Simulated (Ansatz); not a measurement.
The same path of CF3 + H4OSi (10 atoms, charge 0, multiplicity 2) was run twice with different band settings. Lost on the way: Si1–H2. Made: H2–C7.

Level of theory: UKS PBE/def2-SVP in Ansatz.

Relaxed end points:

```xyz
10
Properties=species:S:1:pos:R:3
Si 0.011 -0.042 -0.457
H 0.014 -0.025 1.058
O 1.567 -0.061 -1.100
H 2.090 -0.850 -0.877
H -0.624 1.218 -0.961
H -0.806 -1.233 -0.893
C -0.033 0.011 3.834
F -0.734 -1.047 4.231
F 1.228 -0.065 4.249
F -0.603 1.143 4.231
```

```xyz
10
Properties=species:S:1:pos:R:3
Si 0.065 -0.078 -0.561
H -0.082 0.064 2.484
O 1.602 -0.060 -1.256
H 2.114 -0.882 -1.146
H -0.592 1.200 -1.008
H -0.750 -1.279 -1.005
C -0.067 0.032 3.601
F -0.763 -1.031 4.046
F 1.199 -0.068 4.047
F -0.616 1.149 4.111
```

Common settings: movable images 5; climbing image yes; spring 5.0 eV/Å²; optimiser quadratic models (default); start path through a guess of the saddle point; iteration limit 60; end points relaxed.

| run | force threshold |
| --- | --- |
| 1 | 0.03 eV/Å |
| 2 | 0.2 eV/Å |

Question: What does each run give, and how far can it be trusted?

Answer: Run 1: converged after 13 iterations, highest image 0.052 eV above the first end. A vibrational analysis at the climbing image gives one clearly imaginary mode, 169i cm⁻¹, and a faint second one (12i cm⁻¹) that may be numerical noise or a soft torsion: probably a first-order saddle point.
Run 2: converged after 10 iterations, highest image 0.052 eV above the first end. The threshold of 0.2 eV/Å is loose, so the images may lie well off the minimum-energy path. Another band between the same ends (5 images) ends at a top of the same energy, where a vibrational analysis finds 1 clearly imaginary mode.
